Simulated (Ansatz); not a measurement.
**Nudged elastic band run: CH9FOSi2**

Input:

```yaml
crystal:
  periodic: [false, false, false]
  atoms:
    - { symbol: Si, position_ang: [0.340077, 0.241968, 0.231515] }
    - { symbol: C, position_ang: [0.936725, -1.252484, 1.177264] }
    - { symbol: O, position_ang: [-0.731782, -0.208147, -0.953992] }
    - { symbol: Si, position_ang: [-1.594512, 0.064485, -2.343495] }
    - { symbol: H, position_ang: [1.46539, 1.006031, -0.376034] }
    - { symbol: H, position_ang: [-0.386165, 1.166989, 1.174578] }
    - { symbol: H, position_ang: [0.745231, 1.659825, 2.47319] }
    - { symbol: F, position_ang: [1.618283, 1.555388, 2.779973] }
    - { symbol: H, position_ang: [0.088393, -1.83927, 1.564484] }
    - { symbol: H, position_ang: [1.552688, -1.911015, 0.544725] }
    - { symbol: H, position_ang: [1.544408, -0.907579, 2.028741] }
    - { symbol: H, position_ang: [-0.774779, 0.833392, -3.32585] }
    - { symbol: H, position_ang: [-2.832871, 0.837811, -2.037462] }
    - { symbol: H, position_ang: [-1.971187, -1.247293, -2.937539] }
basis:
  gaussian: { orbitals: def2-SVP }
hamiltonian:
  xc: b3lyp
neb:
  order_check: false
  images: 7
  f_tol: 0.05
  max_iterations: 60
  initial_path: linear
  final_atoms:
    - { symbol: Si, position_ang: [-0.04192233, 2.29603944, 0.13481677] }
    - { symbol: C, position_ang: [1.22617701, -2.06437995, 1.42765855] }
    - { symbol: O, position_ang: [-0.97341722, 1.41029869, -0.88010301] }
    - { symbol: Si, position_ang: [-1.37427459, 0.06515919, -1.77775577] }
    - { symbol: H, position_ang: [1.24337794, 2.6567606, -0.51099919] }
    - { symbol: H, position_ang: [-0.80746685, 3.47860783, 0.58790873] }
    - { symbol: H, position_ang: [0.93488027, -1.00831106, 1.51191532] }
    - { symbol: F, position_ang: [0.31472064, 1.40706079, 1.45174396] }
    - { symbol: H, position_ang: [0.33030955, -2.68630045, 1.28665383] }
    - { symbol: H, position_ang: [1.90079958, -2.19714745, 0.56925303] }
    - { symbol: H, position_ang: [1.74374541, -2.37530042, 2.34659834] }
    - { symbol: H, position_ang: [-0.16206543, -0.48072638, -2.45284798] }
    - { symbol: H, position_ang: [-2.37191194, 0.47466828, -2.80254453] }
    - { symbol: H, position_ang: [-1.96305304, -0.97632812, -0.89220004] }
```

Launched with:

```bash
$ ansatz run input.yaml --threads 4 --pin off --max-ram 5120MiB --backend cpu --events-out ev --progress --plain --runs-dir out
```

Output, in part (warnings, iteration lines, the closing report on the highest movable image, with atoms numbered from 0):

```
NEB end point (image 0): max|allowed force component| = 8.739e-3 eV/Å (the criterion of neb.relax_end_points is 1.000e-2)
NEB end point (image 8): max|allowed force component| = 1.876e-2 eV/Å (the criterion of neb.relax_end_points is 1.000e-2)
NEB iter   1: max|band force component| = 1.625e1 eV/Å  barrier→ = 7.3103 eV  barrier← = 8.8727 eV  Δτ_max = 0.2000 Å  (221 SCF iters)
NEB iter   2: max|band force component| = 5.683e0 eV/Å  barrier→ = 3.8126 eV  barrier← = 5.3751 eV  Δτ_max = 0.2000 Å  (207 SCF iters)
NEB iter   3: max|band force component| = 1.135e1 eV/Å  barrier→ = 2.4794 eV  barrier← = 4.0419 eV  Δτ_max = 0.1007 Å  (206 SCF iters)
NEB iter   4: max|band force component| = 4.305e0 eV/Å  barrier→ = 2.1107 eV  barrier← = 3.6731 eV  Δτ_max = 0.2000 Å  (180 SCF iters)
NEB iter   5: max|band force component| = 3.941e0 eV/Å  barrier→ = 1.7484 eV  barrier← = 3.3109 eV  Δτ_max = 0.2000 Å  (188 SCF iters)
NEB iter   6: max|band force component| = 2.672e0 eV/Å  barrier→ = 1.3180 eV  barrier← = 2.8805 eV  Δτ_max = 0.2000 Å  (186 SCF iters)
NEB iter   7: max|band force component| = 1.955e0 eV/Å  barrier→ = 0.8355 eV  barrier← = 2.3979 eV  Δτ_max = 0.1923 Å  (189 SCF iters)
NEB iter   8: max|band force component| = 6.891e-1 eV/Å  barrier→ = 0.7570 eV  barrier← = 2.3194 eV  Δτ_max = 0.1581 Å  (177 SCF iters)
NEB iter   9: max|band force component| = 6.818e-1 eV/Å  barrier→ = 0.6912 eV  barrier← = 2.2536 eV  Δτ_max = 0.1983 Å  (181 SCF iters)
NEB iter  10: max|band force component| = 5.449e-1 eV/Å  barrier→ = 0.6459 eV  barrier← = 2.2083 eV  Δτ_max = 0.2000 Å  (184 SCF iters)
NEB iter  11: max|band force component| = 5.867e-1 eV/Å  barrier→ = 0.7977 eV  barrier← = 2.3601 eV  Δτ_max = 0.1015 Å  (189 SCF iters)
NEB iter  12: max|band force component| = 1.119e0 eV/Å  barrier→ = 0.8709 eV  barrier← = 2.4333 eV  CI = image 4  Δτ_max = 0.1041 Å  (185 SCF iters)
NEB iter  13: max|band force component| = 1.105e0 eV/Å  barrier→ = 1.0076 eV  barrier← = 2.5701 eV  CI = image 4  Δτ_max = 0.1978 Å  (186 SCF iters)
NEB iter  14: max|band force component| = 7.716e-1 eV/Å  barrier→ = 1.3465 eV  barrier← = 2.9089 eV  CI = image 4  Δτ_max = 0.1973 Å  (187 SCF iters)
NEB iter  15: max|band force component| = 8.125e-1 eV/Å  barrier→ = 1.5590 eV  barrier← = 3.1214 eV  CI = image 4  Δτ_max = 0.1002 Å  (185 SCF iters)
NEB iter  16: max|band force component| = 2.809e-1 eV/Å  barrier→ = 1.5443 eV  barrier← = 3.1068 eV  CI = image 4  Δτ_max = 0.1004 Å  (176 SCF iters)
NEB iter  17: max|band force component| = 2.372e-1 eV/Å  barrier→ = 1.5394 eV  barrier← = 3.1018 eV  CI = image 4  Δτ_max = 0.1151 Å  (177 SCF iters)
NEB iter  18: max|band force component| = 1.561e-1 eV/Å  barrier→ = 1.5342 eV  barrier← = 3.0966 eV  CI = image 4  Δτ_max = 0.0995 Å  (175 SCF iters)
NEB iter  19: max|band force component| = 1.176e-1 eV/Å  barrier→ = 1.5308 eV  barrier← = 3.0933 eV  CI = image 4  Δτ_max = 0.0665 Å  (172 SCF iters)
NEB iter  20: max|band force component| = 9.600e-2 eV/Å  barrier→ = 1.5285 eV  barrier← = 3.0909 eV  CI = image 4  Δτ_max = 0.0438 Å  (169 SCF iters)
NEB iter  21: max|band force component| = 6.975e-2 eV/Å  barrier→ = 1.5258 eV  barrier← = 3.0883 eV  CI = image 4  Δτ_max = 0.0501 Å  (171 SCF iters)
NEB iter  22: max|band force component| = 6.080e-2 eV/Å  barrier→ = 1.5238 eV  barrier← = 3.0862 eV  CI = image 4  Δτ_max = 0.1997 Å  (167 SCF iters)
NEB iter  23: max|band force component| = 7.712e-1 eV/Å  barrier→ = 1.5225 eV  barrier← = 3.0850 eV  CI = image 4  Δτ_max = 0.1013 Å  (176 SCF iters)
NEB iter  24: max|band force component| = 3.430e-1 eV/Å  barrier→ = 1.5215 eV  barrier← = 3.0839 eV  CI = image 4  Δτ_max = 0.1253 Å  (178 SCF iters)
NEB iter  25: max|band force component| = 9.282e-2 eV/Å  barrier→ = 1.5202 eV  barrier← = 3.0827 eV  CI = image 4  Δτ_max = 0.1986 Å  (176 SCF iters)
NEB iter  26: max|band force component| = 1.079e0 eV/Å  barrier→ = 1.5188 eV  barrier← = 3.0813 eV  CI = image 4  Δτ_max = 0.1029 Å  (182 SCF iters)
NEB iter  27: max|band force component| = 2.852e-1 eV/Å  barrier→ = 1.5174 eV  barrier← = 3.0798 eV  CI = image 4  Δτ_max = 0.2000 Å  (180 SCF iters)
NEB iter  28: max|band force component| = 3.659e-1 eV/Å  barrier→ = 1.5163 eV  barrier← = 3.0787 eV  CI = image 4  Δτ_max = 0.0947 Å  (184 SCF iters)
NEB iter  29: max|band force component| = 1.276e-1 eV/Å  barrier→ = 1.5154 eV  barrier← = 3.0778 eV  CI = image 4  Δτ_max = 0.1979 Å  (179 SCF iters)
NEB iter  30: max|band force component| = 1.312e0 eV/Å  barrier→ = 1.5146 eV  barrier← = 3.0770 eV  CI = image 4  Δτ_max = 0.0996 Å  (183 SCF iters)
NEB iter  31: max|band force component| = 3.587e-1 eV/Å  barrier→ = 1.5138 eV  barrier← = 3.0763 eV  CI = image 4  Δτ_max = 0.1028 Å  (184 SCF iters)
NEB iter  32: max|band force component| = 9.388e-2 eV/Å  barrier→ = 1.5132 eV  barrier← = 3.0757 eV  CI = image 4  Δτ_max = 0.1931 Å  (180 SCF iters)
NEB iter  33: max|band force component| = 1.487e0 eV/Å  barrier→ = 1.5126 eV  barrier← = 3.0751 eV  CI = image 4  Δτ_max = 0.1004 Å  (176 SCF iters)
NEB iter  34: max|band force component| = 5.013e-1 eV/Å  barrier→ = 1.5121 eV  barrier← = 3.0745 eV  CI = image 4  Δτ_max = 0.1300 Å  (174 SCF iters)
NEB iter  35: max|band force component| = 1.599e-1 eV/Å  barrier→ = 1.5115 eV  barrier← = 3.0740 eV  CI = image 4  Δτ_max = 0.2000 Å  (182 SCF iters)
NEB iter  36: max|band force component| = 2.180e0 eV/Å  barrier→ = 1.5110 eV  barrier← = 3.0735 eV  CI = image 4  Δτ_max = 0.1004 Å  (169 SCF iters)
NEB iter  37: max|band force component| = 4.869e-1 eV/Å  barrier→ = 1.5104 eV  barrier← = 3.0728 eV  CI = image 4  Δτ_max = 0.1157 Å  (182 SCF iters)
NEB iter  38: max|band force component| = 1.543e-1 eV/Å  barrier→ = 1.5098 eV  barrier← = 3.0722 eV  CI = image 4  Δτ_max = 0.0648 Å  (178 SCF iters)
NEB iter  39: max|band force component| = 3.186e-1 eV/Å  barrier→ = 1.5091 eV  barrier← = 3.0716 eV  CI = image 4  Δτ_max = 0.0300 Å  (178 SCF iters)
NEB iter  40: max|band force component| = 2.117e-1 eV/Å  barrier→ = 1.5085 eV  barrier← = 3.0710 eV  CI = image 4  Δτ_max = 0.0329 Å  (176 SCF iters)
NEB iter  41: max|band force component| = 3.853e-1 eV/Å  barrier→ = 1.5079 eV  barrier← = 3.0704 eV  CI = image 4  Δτ_max = 0.0164 Å  (176 SCF iters)
NEB iter  42: max|band force component| = 4.761e-2 eV/Å  barrier→ = 1.5074 eV  barrier← = 3.0698 eV  CI = image 4  Δτ_max = 0.0000 Å  (353 SCF iters)
Total energy: -21695.26876836 eV, -797.2864216559 hartree
Atom 0 at     0.397115     0.880291     0.725445 Å, force     0.013800     0.003731    -0.005820 eV/Å
Atom 1 at     0.732735    -1.245592     0.880880 Å, force    -0.001813    -0.001148     0.005071 eV/Å
Atom 2 at    -0.839614     0.569934    -0.376303 Å, force    -0.027513    -0.008633     0.025145 eV/Å
Atom 3 at    -1.487569     0.364402    -1.880324 Å, force     0.003305     0.002452    -0.011990 eV/Å
Atom 4 at     1.348020     1.636041    -0.122377 Å, force    -0.000144     0.000850    -0.000972 eV/Å
Atom 5 at    -0.387323     1.465761     1.830600 Å, force     0.000348    -0.000800    -0.000043 eV/Å
Atom 6 at     1.432912    -0.362911     1.555167 Å, force     0.001733     0.000439    -0.002046 eV/Å
Atom 7 at     1.861794     0.695682     1.999272 Å, force     0.001264     0.000928    -0.005424 eV/Å
Atom 8 at    -0.302086    -1.511543     1.131077 Å, force    -0.000427    -0.000355    -0.000136 eV/Å
Atom 9 at     0.945607    -1.457762    -0.174813 Å, force    -0.000152    -0.000137     0.000093 eV/Å
Atom 10 at     1.384609    -1.916382     1.476986 Å, force    -0.000542     0.000028     0.000205 eV/Å
Atom 11 at    -0.697329     1.099464    -2.914261 Å, force     0.002315    -0.001279     0.000973 eV/Å
Atom 12 at    -2.889463     0.868919    -1.891646 Å, force     0.001437     0.002775    -0.001642 eV/Å
Atom 13 at    -1.499511    -1.086203    -2.239605 Å, force     0.006388     0.001151    -0.003414 eV/Å
Dipole moment:    -0.042587    -0.381473    -0.109637 e Å
```

The forces met the threshold. Neighbouring images differ by up to 2.4 eV, so the band resolves the path poorly. Another band between the same ends (7 images) ends at a top of the same energy, where a vibrational analysis finds 1 clearly imaginary mode. The orbitals stay closed-shell, which can raise the energy where a bond breaks towards radicals; this wasn't checked here.

Final band (atoms are numbered from 1 in the order of the input):

```json
{"image": "0", "path coordinate (Å)": "0.00", "energy (eV)": "0.00", "Si1–C2 (Å)": "1.87", "H7–F8 (Å)": "0.93", "Si1–F8 (Å)": "3.14"}
{"image": "1", "path coordinate (Å)": "1.35", "energy (eV)": "0.01", "Si1–C2 (Å)": "1.87", "H7–F8 (Å)": "0.93", "Si1–F8 (Å)": "3.12"}
{"image": "2", "path coordinate (Å)": "2.70", "energy (eV)": "0.06", "Si1–C2 (Å)": "1.88", "H7–F8 (Å)": "0.93", "Si1–F8 (Å)": "3.10"}
{"image": "3", "path coordinate (Å)": "4.05", "energy (eV)": "0.21", "Si1–C2 (Å)": "1.90", "H7–F8 (Å)": "0.93", "Si1–F8 (Å)": "2.82"}
{"image": "4", "path coordinate (Å)": "5.40", "energy (eV)": "1.51", "Si1–C2 (Å)": "2.16", "H7–F8 (Å)": "1.23", "Si1–F8 (Å)": "1.95"}
{"image": "5", "path coordinate (Å)": "7.01", "energy (eV)": "-0.84", "Si1–C2 (Å)": "3.20", "H7–F8 (Å)": "1.80", "Si1–F8 (Å)": "1.65"}
{"image": "6", "path coordinate (Å)": "8.61", "energy (eV)": "-1.53", "Si1–C2 (Å)": "4.15", "H7–F8 (Å)": "2.38", "Si1–F8 (Å)": "1.63"}
{"image": "7", "path coordinate (Å)": "10.21", "energy (eV)": "-1.56", "Si1–C2 (Å)": "4.68", "H7–F8 (Å)": "2.46", "Si1–F8 (Å)": "1.63"}
{"image": "8", "path coordinate (Å)": "11.82", "energy (eV)": "-1.56", "Si1–C2 (Å)": "4.72", "H7–F8 (Å)": "2.49", "Si1–F8 (Å)": "1.63"}
```

The run took 15 min on 4 threads of Arm Neoverse N1, on a shared host, peak memory 0.32 GiB.
